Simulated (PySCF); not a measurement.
## NMR data sheet: C6H10N2Si

```yaml
Formula: C6H10N2Si
SMILES: c1cn([C@@H]2CC[SiH2]2)cn1
Point_group_of_the_computed_structure: C1
Degrees_of_unsaturation: 4
Carbon_signals: 6
Proton_signals: 10
```

Bonds (- single, = double, # triple, : aromatic): C1:C2, C2:N3, N3-C4, C4-C5, C5-C6, C6-Si7, N3:C8, C8:N9, N9:C1, Si7-C4. C1 carries H10; C2 carries H11; C4 carries H12; C5 carries H13, H14; C6 carries H15, H16; Si7 carries H17, H18; C8 carries H19. Stereochemistry as in c1cn([C@@H]2CC[SiH2]2)cn1. H14, H16, H18 are cis to N3 on the ring; H13, H15, H17 are trans to N3 on the ring.

Calculated, not measured (PySCF): GIAO PBE0/pcSseg-1 shieldings, geometry: GFN2-xTB. Relativity neglected, one conformer, no solvent model.

References, each an isolated molecule treated in the same way: $^{1}$H (31.72 ppm) and $^{13}$C (186.93 ppm) and $^{29}$Si (349.16 ppm) vs TMS; $^{15}$N (267.73 ppm) against NH3.

| carbon | δC, type | δH (multiplicity) | HMBC from (2–3 bonds) | span of the C tensor (ppm) |
| --- | --- | --- | --- | --- |
| C1 | 133.5, CH | 7.08 (m) | H19, H11 | 154 |
| C2 | 123.1, CH | 6.60 (m) | H19, H10, H12 | 139 |
| C4 | 46.5, CH | 4.31 (m) | H19, H11, H17, H18, H13, H14, H16, H15 | 54 |
| C5 | 37.1, CH2 | H13 3.21 (m); H14 2.69 (m) | H17, H18, H12, H16, H15 | 55 |
| C6 | 4.1, CH2 | H15 1.48 (m); H16 1.58 (m) | H17, H18, H12, H13, H14 | 34 |
| C8 | 137.4, CH | 7.61 (m) | H10, H11, H12 | 138 |

Other nuclei:
```json
{"atoms": "H17", "nucleus": "$^{1}$H", "environment": "hydrogen on a silicon bonded to 2 C, in a 4-membered ring", "δ (ppm)": "5.14", "σ (ppm)": "26.58"}
{"atoms": "H18", "nucleus": "$^{1}$H", "environment": "hydrogen on a silicon bonded to 2 C, in a 4-membered ring", "δ (ppm)": "5.03", "σ (ppm)": "26.68"}
{"atoms": "Si7", "nucleus": "$^{29}$Si", "environment": "silicon bonded to 2 C, 2 H, in a 4-membered ring", "δ (ppm)": "-17.5", "σ (ppm)": "366.7"}
{"atoms": "N9", "nucleus": "$^{15}$N", "environment": "pyridine-type nitrogen of an azole", "δ (ppm)": "313.8", "σ (ppm)": "-46.1"}
{"atoms": "N3", "nucleus": "$^{15}$N", "environment": "pyrrole-type ring nitrogen", "δ (ppm)": "209.8", "σ (ppm)": "57.9"}
```

- Carbon types of the structure: 4 × CH, 2 × CH2, leaving 2 H on heteroatoms.
- δC 137.4: aromatic CH between two ring heteroatoms.
- δC 133.5, 123.1: aromatic CH next to a ring nitrogen.
- δC 46.5: sp3 CH bonded to N and Si; the inductive effect lowers its shielding.
- δC 4.1: sp3 CH2 bonded to Si; an electropositive neighbour leaves it electron-rich and shielded.
- δH 7.61: hydrogen on an aromatic CH between two ring heteroatoms; aromatic region.

Shifts are as computed. Against solution values, carbons near 30 ppm lie about +3 ppm off and those near 130 ppm about +5 ppm. Of 1211 compounds with measured shifts, 218 miss one by over three times the rms of a fit or turn the order of signals round; such compounds aren't used in these exercises. Experimental scales use liquid or dissolved standards, which lie at an offset from isolated NH3 (liquid NH3: subtract about 20 ppm). Unscaled 15N shifts of sp2 nitrogen come out 20 to 40 ppm too high even then. Multiplicities follow the n + 1 count of equivalent neighbours, as no J values were calculated; m marks all less simple cases, F and P coupling included.
